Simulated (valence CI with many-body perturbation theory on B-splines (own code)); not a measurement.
## Run record, Kr²²⁺

Computed by relativistic CI+MBPT: four valence electrons over a frozen Dirac-Fock core [Ne], a basis of 11 s, 11 p, 10 d, 8 f, 5 g, 2 h functions for each j, with the one-electron correlation potential Σ1 (screened to all orders), the two-electron term Σ2, the three-electron term Σ3, Breit, model QED; selected single and double excitations, second order for the rest, scaled by the run's own slope (own B-spline code, finite nucleus).

Command, and the settings that its task file holds:

```sh
python run_cv.py task.json out
```

```
atom Kr  Z=36  mass_number=84  rms_radius_fm=4.1884
core [Ne]
valence 3s2 3p2
avg = 1
basis = M
breit = 1
cap = 32000
capref = 2000
cscale = 1
de = 0.0
dress = 0
eps = 2e-08
extrap = 1
h = 0.27
hh = 1
l2 = 3
lcore = 6
maxit = 60
n2 = 5
natural = 1
nlev = 150
nno = [5, 5, 5, 4, 2, 1]
nroot = 36
nsp = [6, 6, 5, 4, 3, 1]
pt2 = 1
qed = 1
rpa = 1
s1 = 1
s2 = 1
s3 = 1
screen = 1
tol = 2e-05
whole = 1
```

It took 2.2 min on 1 thread of Arm Neoverse V1 (shared host).

Log. The first blocks belong to the next ion, which gives the ionisation energy. Fields: 2J, parity (1 odd), roots, reference size, generating configurations, candidates as configurations/state functions, variational space P, stored matrix elements, Davidson steps; e2 is the range of second-order energies in hartree. The first line gives the box (bohr), its intervals, the orbitals and the steps of their self-consistent field. Window is the range of levels sought, series limit the energy at which the first omitted orbital would enter, core excitation an estimate of the first excitation out of the core, left out the lowest levels not solved, and shifts from estimates the range by which levels moved from their first estimate, all in cm⁻¹.

```
rmax 8.2 intervals 61 orbitals 83 references ['3s2 3p2', '3s 3p3', '3s2 3p 3d', '3p4', '3s 3p2 3d'] scf 5 t 1.0
2J=1 par=1 roots 2 ref 37 generators 7 cand 2126/3153 P 2156/3190 nnz 1.7e+06 it 5
2J=1 par=1 roots 2 ref 37 generators 13 cand 2038/3149 P 4194/6339 nnz 5.2e+06 it 5
   second order: generators 15 cand 5628/8564 e2 -0.00002 -0.00000
reference levels 1232, estimated 354, window 2108921 1/cm; series limit 6863539, core excitation 13259602
2J=0 par=0 roots 12 ref 56 generators 21 cand 2607/3881 P 4225/6399 nnz 3e+06 it 8
2J=0 par=0 roots 12 ref 56 generators 28 cand 10295/18917 P 14520/25316 nnz 3.6e+07 it 9
   second order: generators 47 cand 52858/115405 e2 -0.00006 -0.00001
2J=2 par=0 roots 17 ref 112 generators 20 cand 1216/3657 P 2029/6391 nnz 4.2e+06 it 10
2J=2 par=0 roots 17 ref 112 generators 26 cand 6543/25565 P 8572/31956 nnz 6.9e+07 it 9
   second order: generators 49 cand 57101/314126 e2 -0.00269 -0.00025
2J=4 par=0 roots 24 ref 148 generators 26 cand 721/2438 P 1737/6397 nnz 4.4e+06 it 11
2J=4 par=0 roots 24 ref 148 generators 34 cand 5594/25579 P 7331/31976 nnz 7.1e+07 it 9
   second order: generators 61 cand 61140/490840 e2 -0.00548 -0.00063
2J=4 par=1 roots 28 ref 178 generators 27 cand 849/3415 P 1590/6388 nnz 4.6e+06 it 10
2J=4 par=1 roots 28 ref 178 generators 34 cand 5397/25612 P 6987/32000 nnz 7.3e+07 it 10
   second order: generators 56 cand 49496/357861 e2 -0.00299 -0.00054
2J=2 par=1 roots 22 ref 147 generators 26 cand 1174/3781 P 2029/6397 nnz 4.2e+06 it 12
2J=2 par=1 roots 22 ref 147 generators 30 cand 6709/25603 P 8738/32000 nnz 6.7e+07 it 13
   second order: generators 54 cand 40578/223210 e2 -0.00188 -0.00037
2J=6 par=1 roots 23 ref 153 generators 23 cand 1001/3807 P 1648/6388 nnz 4.6e+06 it 11
2J=6 par=1 roots 23 ref 153 generators 30 cand 5129/25569 P 6777/31957 nnz 7.4e+07 it 11
   second order: generators 50 cand 44672/406081 e2 -0.00356 -0.00129
2J=0 par=1 roots 9 ref 56 generators 17 cand 2336/3856 P 3961/6396 nnz 3.2e+06 it 5
2J=0 par=1 roots 9 ref 56 generators 22 cand 10313/18444 P 14274/24840 nnz 3.6e+07 it 10
   second order: generators 38 cand 40020/87705 e2 -0.00006 -0.00001
2J=8 par=1 roots 15 ref 100 generators 15 cand 1020/3756 P 1692/6342 nnz 4.6e+06 it 10
2J=8 par=1 roots 15 ref 100 generators 23 cand 5153/25583 P 6845/31925 nnz 7.6e+07 it 9
   second order: generators 44 cand 51531/469164 e2 -0.00240 -0.00089
2J=6 par=0 roots 15 ref 110 generators 16 cand 942/3511 P 1574/6400 nnz 4.8e+06 it 9
...
2J=10 par=0 roots 3 ref 26 generators 11 cand 5289/25822 P 7459/32135 nnz 7.8e+07 it 6
   second order: generators 23 cand 32665/281447 e2 -0.00083 -0.00019
2J=10 par=1 roots 6 ref 48 generators 9 cand 1148/3802 P 2038/6347 nnz 4.4e+06 it 7
2J=10 par=1 roots 6 ref 48 generators 17 cand 5142/25772 P 7180/32119 nnz 7.9e+07 it 9
   second order: generators 31 cand 38593/343809 e2 -0.00116 -0.00036
2J=12 par=1 roots 2 ref 16 generators 2 cand 1102/4273 P 2369/7191 nnz 5.7e+06 it 5
2J=12 par=1 roots 2 ref 16 generators 7 cand 4491/22357 P 6860/29548 nnz 7.5e+07 it 6
   second order: generators 17 cand 24513/176953 e2 -0.00016 -0.00007
left out: unestimated 3047882, estimated 2228706, shifts from estimates -46 to 273
operators 1.0
```

The Davidson iterations converged.

No measured levels were compared; by estimate levels of excited configurations hold to 0.05 to 0.15 % of their energy, terms of the ground configuration to about 0.5 %. Among the levels kept, up to 780 cm⁻¹ of a level comes from second order outside the variational space, and about a tenth of that is noise between levels of different J, which matters for small intervals.

| Item | Value |
| --- | --- |
| Valence energy | -161.9858 hartree |
| Ionisation energy | 997.94 eV (NIST: 999 ± 2.4 eV (semi-empirical)) |
| Reference configurations for the orbitals | 3s2 3p2, 3s 3p3, 3s2 3p 3d, 3p4, 3s 3p2 3d |
| Radial orbitals | 83 |
| Box radius | 8.193 bohr |
| Largest variational space | 32135 |
| Lowest levels | 3s2 3p2 3P_0 0, 3s2 3p2 3P_1 68341, 3s2 3p2 3P_2 94468, 3s2 3p2 1D_2 185570, 3s2 3p2 1S_0 255010, 3s 3p3 5S°_2 467900, 3s 3p3 3D°_1 574270, 3s 3p3 3D°_2 583390, 3s 3p3 3D°_3 610070, 3s 3p3 3P°_0 672140, 3s 3p3 3P°_2 [a] 679420, 3s 3p3 3P°_1 681110, 3s 3p3 3P°_2 [b] 742860, 3s2 3p 3d 3F°_2 785970 cm⁻¹ |

Names give the largest LS component (configuration and term), which can be under half, so a name can repeat, a term be missing and a line seem to break the LS rules; names also repeat where a configuration has a term twice. Letters in brackets count levels of one name in rising energy.
